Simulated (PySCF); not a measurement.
# Spin–spin coupling constants

Geometry (Å), atoms numbered from 1 in this order:
```xyz
12

Ga   -1.3897   -0.1993   -0.4207
H    -2.3241    1.0631   -0.3703
H    -1.8237   -1.6362   -0.8817
N    -0.3427   -0.3167    1.3029
Ga    1.4076    0.1841    0.4278
H     2.3387   -1.0804    0.3766
H     1.8459    1.6194    0.8909
N     0.3606    0.3042   -1.2950
H    -0.6538    0.3360    2.0215
H    -0.3371   -1.2399    1.7358
H     0.3586    1.2294   -1.7228
H     0.6752   -0.3463   -2.0141
```

Indirect spin–spin couplings were computed at PBE/pcJ-1 (pcSseg-1 on Ga) (spin–dipole term only in couplings to heteroatoms) (PySCF 2.14) on a PBE0-D3(BJ)/def2-SVP structure, for the isolated molecule, without vibrational or relativistic corrections. Couplings are averaged over pairs made equivalent by symmetry, fast rotation or ring inversion, so a value needn't be that of the named pair in this geometry, while other rotamers aren't included; one pair stands for each set, and the list holds those of at least 1.5 Hz over up to four bonds.

Isotopes: $^{15}$N, $^{1}$H.

```csv
pair,bonds,J (Hz)
"N4, H9",1,-63.1
"H2, H3",2,?
"H2, N4",2,?
"N4, N8",2,5.8
"H9, H10",2,-8.1
"N4, H11",3,-1.7
```

Q: Estimate the withheld couplings, with signs.

A: 
- $^{2}J$(H2,H3) = 28.3 Hz
- $^{2}J$(H2,N4) = -4.5 Hz

Relativistic effects of the heavier atoms present are left out.
